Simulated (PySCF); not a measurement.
A structure optimised at B3LYP-D3(BJ)/def2-SVP, used in a PySCF frequency run:

```xyz
5

W      0.0000     0.0000     0.0149
O      0.0000    -1.3611     1.0396
O      0.0000     1.3611     1.0396
F     -1.5758     0.0000    -0.9855
F      1.5758     0.0000    -0.9855
```
Charge 0, spin multiplicity 1.

Write its SMILES, formula and point group.

[O]=[W](=[O])([F])[F], F2O2W, C2v

What are its rotational constants (standard atomic weights)?

3.8639, 3.2895, 3.0469 GHz
